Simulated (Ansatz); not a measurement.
The molecule CdCl, multiplicity 2 (lowest of 2S+1 = 2, 4 at CCSD(T)/def2-TZVPP on PBE0 minima; our sources give no spin for the ground state, which may be another). No spin–orbit coupling.

The constants come from a fifth-degree fit in 1/R (seven points, main isotopes). Runs in def2 and cc sets follow the lowest solution found near the PBE0 minimum.

Programs: Ansatz (an electronic-structure program).  In def2 rows elements past Kr take small-core potentials, without spin–orbit coupling.

Energies at SVWN5/def2-TZVPP:

| R (Å) | E (hartree) |
|---|---|
| 2.192786 | -626.22539274 |
| 2.251731 | -626.22824442 |
| 2.305962 | -626.22929100 |
| 2.367265 | -626.22907329 |
| 2.428569 | -626.22772747 |
| 2.499304 | -626.22516069 |
| 2.581828 | -626.22124556 |

Task: With a reduced mass of 26.7550 u, find the minimum, the force constant and the constants.

Result: A fifth-degree polynomial in 1/R puts the minimum at r_e = 2.3259 Å with force constant 158 N/m. Then ω_e = (1/2πc)√(k/μ) = 317 cm⁻¹ and B_e = h/(8π²cμr_e²) = 0.1165 cm⁻¹; the cubic and quartic terms give α_e = 0.00067 and ω_e x_e = 1.4 cm⁻¹.
